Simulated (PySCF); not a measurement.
# Steps of a relaxation of LuF3(H2O)

LuF3(H2O) (singlet in the valence; each metal's 4f electrons, 14 of them, lie in its core potential, out of spins and levels). PySCF 2.14.0, RKS PBE0, Lu lcecp-1-SVP with ECP60, F def2-SVP, O def2-SVP, H def2-SVP; non-relativistic Hamiltonian with scalar-relativistic core potentials where named; density fitting; no spin-orbit coupling. Origin of the start: template. Columns: position (Å) and force (eV/Å). Energies are counted from the last step; some of the 22 steps are shown. Forces carry noise of the integration grid, about 0.01 to 0.03 eV/Å.

Run from Python with OMP_NUM_THREADS=2. Where DIIS fails, smearing, a level shift and second-order steps follow.
It took 84 s on 2 threads of Arm Neoverse V2 (shared host), from the converged density of the start.

```xyz
7
step 0  E = 0.254 eV
Lu    0.0127   -0.0127    0.0127     1.04   -1.04    1.04
F     1.1870    1.1616    1.1870    -0.87   -0.52   -0.83
F    -1.1616   -1.1870    1.1870     0.56    0.84   -0.84
F     1.1870   -1.1870   -1.1616    -0.87    0.83    0.52
O    -1.3643    1.3643   -1.3643    -0.09    0.12   -0.12
H    -1.7049    2.2494   -1.1604     0.11   -0.16    0.08
H    -1.7049    1.1604   -2.2494     0.11   -0.08    0.16
```

```xyz
7
step 7  E = 0.002 eV
Lu    0.0829   -0.0795    0.0795    -0.01    0.01   -0.01
F     1.0404    1.3350    1.0847     0.00    0.01    0.01
F    -1.2892   -1.0874    1.0874    -0.01   -0.02    0.02
F     1.0404   -1.0847   -1.3350     0.00   -0.01   -0.01
O    -1.2395    1.2763   -1.2763     0.00    0.00    0.00
H    -1.5919    2.1448   -1.0445     0.00    0.00    0.00
H    -1.5919    1.0445   -2.1448     0.00    0.00    0.00
```

```xyz
7
step 14  E = 0.001 eV
Lu    0.0533   -0.1096    0.1096     0.00    0.02   -0.02
F     0.9655    1.3870    1.0392     0.00   -0.01    0.00
F    -1.2488   -1.1637    1.1637     0.00    0.00    0.00
F     0.9655   -1.0392   -1.3870     0.00    0.00    0.01
O    -1.2673    1.2464   -1.2464    -0.04    0.04   -0.04
H    -1.5086    2.1642   -1.0638     0.02   -0.04    0.01
H    -1.5086    1.0638   -2.1642     0.02   -0.01    0.04
```

Q: Where does the relaxation end?

A: It converges at step 21 in Cs:
```xyz
7
step 21  E = 0
Lu    0.0335   -0.1211    0.1211
F     0.9221    1.4153    1.0098
F    -1.2268   -1.2004    1.2004
F     0.9221   -1.0098   -1.4153
O    -1.3017    1.2278   -1.2278
H    -1.4490    2.1689   -1.0684
H    -1.4490    1.0684   -2.1689
```

Q: How did the contacts change?

A: 
```
     contact  start (Å)  end (Å)
  Lu1–F2 (F)      2.034    1.985
  Lu1–F3 (F)      2.034    1.979
  Lu1–F4 (F)      2.034    1.985
Lu1–O5 (H2O)      2.385    2.329
```


A frequency check found unstable modes (1, the lowest at -26 cm⁻¹), so the relaxed geometry is a saddle point, or these are noise. An lcecp potential fixes the number of 4f electrons, so in runs with it no electron can move into or out of that shell.
